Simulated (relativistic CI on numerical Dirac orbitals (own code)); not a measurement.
What each ingredient does to the levels of Ge²²⁺

Base calculation: Dirac-Coulomb-Breit CI, orbitals from a KLI potential per configuration, QED by a radiative potential, unscaled Slater integrals.

Configuration list (outside the closed core 1s2): 2s2 2p6, 2s2 2p5 3s, 2s2 2p5 3p, 2s2 2p5 3d, 2s 2p6 3s, 2s 2p6 3p, 2s 2p6 3d, 2s2 2p5 4s, 2s2 2p5 4p, 2s2 2p5 4d, 2s2 2p5 4f, 2s 2p6 4s, 2s 2p6 4p, 2s2 2p4 3s2, 2s 2p6 4d, 2s 2p6 4f. Levels of other configurations are missing.

Variants: (1) one mean potential for all configurations. Shifts of the energy above 2s2 2p6 1S_0, in eV, for the lowest level and the first level of each name with at least 55 % of one term (blank where a level changes its place among those of its configuration and J or its character, or is not in the variant):

```tsv
Level	Base	Δ(1)
2s2 2p6 1S_0	0.00	0.00
2s2 2p5 3s 3P°_2	1234.81	-0.33
2s2 2p5 3s 1P°_1	1237.58	-0.31
2s2 2p5 3s 3P°_0	1267.28	-0.27
2s2 2p5 3s 3P°_1	1268.79	-0.26
2s2 2p5 3p 3S_1	1277.50	-0.39
2s2 2p5 3p 3D_3	1286.95	-0.36
2s2 2p5 3p 1P_1	1287.77	-0.35
2s2 2p5 3p 3P_2	1291.03	-0.33
2s2 2p5 3p 3P_0	1302.43	-0.18
2s2 2p5 3p 3D_1	1312.40	-0.31
2s2 2p5 3p 3P_1	1320.42	-0.30
2s2 2p5 3p 1S_0	1334.02	+0.44
2s2 2p5 3d 3P°_0	1341.48	-0.39
```

At this charge energies of transitions that change n are usually good to better than 1 %, and those within a shell (Δn = 0) to a few per cent.

Ionisation energy from the two ground configurations alone: base 2176.77 eV. The NIST ASD value (measured) is 2178.2 eV.

LS names give the leading component of a level, which can be under half, so a name can repeat, a term be missing and a line seem to break the LS rules.
